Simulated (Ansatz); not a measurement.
Coupled-cluster diagnostics for Si(OMe)Me3 (C4H12OSi), Ansatz.

Geometry of the singlet (PBE-D4/def2-SVP):

```
atom    x (Å)    y (Å)    z (Å)
  C1  -0.9862  -2.1384   0.5254
  C2  -0.0103   1.0625   1.5361
  C3  -0.9615   0.7886  -1.3981
  C4   2.0543   0.4815  -0.7134
  O5   0.1762  -1.4817   0.0795
 Si6   0.2962   0.1987  -0.1167
  H7  -1.2970  -1.8174   1.5487
  H8  -0.7909  -3.2312   0.5649
  H9  -1.8586  -1.9793  -0.1531
 H10   0.6989   0.7013   2.3088
 H11  -1.0402   0.8855   1.9095
 H12   0.1223   2.1602   1.4391
 H13  -0.8132   0.2686  -2.3667
 H14  -0.8606   1.8792  -1.5785
 H15  -2.0045   0.6030  -1.0681
 H16   2.2384  -0.0549  -1.6662
 H17   2.7881   0.1132   0.0319
 H18   2.2486   1.5605  -0.8831
```

Correlated methods freeze 10 core orbitals.

Q: Estimate the CCSD(T) correlation energy, the shares of MP2 and (T), T1 and the reference's ⟨S²⟩ for: charge 0, singlet, own geometry in def2-SVP; and the rough time on 4 threads of Arm Neoverse V2 on a shared host.

A: 
| state | basis | correlation (eV) | MP2 share (%) | (T) share (%) | T1 | ⟨S²⟩ (pure) | wall time |
| --- | --- | --- | --- | --- | --- | --- | --- |
| charge 0, singlet, own geometry | def2-SVP | -26.357 | 89.3 | 2.7 | 0.009 | 0.00 (0.00) | 27 s |
Customary marks for T1 are 0.02 (closed shells), 0.045 (open shells) and about 0.05 (3d metals). T1 stays under 0.02 throughout.
